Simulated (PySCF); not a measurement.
# Neon: a sound run and one with changed settings

Sound run: Ne²⁺ [He] 2s2 2p4, Ne³⁺ [He] 2s2 2p3. Computed with PySCF 2.14 in jorge-DZP-DKH, with scalar relativity by spin-free X2C-1e. The sound run starts from symmetry-adapted Hartree-Fock orbitals and uses a fine grid where one is needed.

A second run was set up differently.

```tsv
species	method	sound run (hartree)	changed run (hartree)	converged
Ne²⁺	UHF	-126.48488	-126.48488	yes
Ne²⁺	TPSS	-126.78872	-126.86791	yes
Ne²⁺	r2SCAN	-126.73592	-126.82311	yes
Ne³⁺	UHF	-124.19432	-124.19432	yes
Ne³⁺	TPSS	-124.41725	-124.41725	yes
Ne³⁺	r2SCAN	-124.37811	-124.37811	yes
```

Ionisation energy of Ne²⁺:

| method | sound run (eV) | changed run (eV) |
| --- | --- | --- |
| UHF | 62.329 | 62.329 |
| TPSS | 64.531 | 66.686 |
| r2SCAN | 64.159 | 66.532 |

Problem. What was changed?
A. angular grid far too coarse
B. a valence shell is frozen
C. all electrons correlated in a valence basis
D. basis contracted for another Hamiltonian

Solution. A. It used 6 angular points. A coarse angular grid integrates products of high-l functions wrongly, so density functionals can shift, and the SCF can exploit the error; Hartree-Fock and MP2 need no grid.
